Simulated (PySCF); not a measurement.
## Correlation energy of Zr⁺ (zirconium, charge +1)

[Kr] 4d2 5p1, one real determinant (an excited configuration). Calculation: PySCF 2.14, in def2-TZVPPD with the def2 core potential (28 electrons) (6s4p3d2f1g, 56 functions); a scalar-relativistic core potential. Frozen: 4s2 4p6; 3 electrons correlated.

```csv
level,correlation energy (mhartree)
CCSD,-15.92
(T),-0.62
CCSD(T),-16.54
```

Diagnostics: T1 = 0.020, D1 = 0.0403, largest double amplitude 0.179.

The real determinant used has ⟨L²⟩ near 14 against 20 for a pure G term, so it mixes terms. A double-excitation amplitude exceeds 0.15, a sign of near-degeneracy.

Cost of the coupled-cluster step: of the order of 3 core-seconds, for 3 correlated electrons.

The reference is one real determinant that mixes LS terms of this configuration.
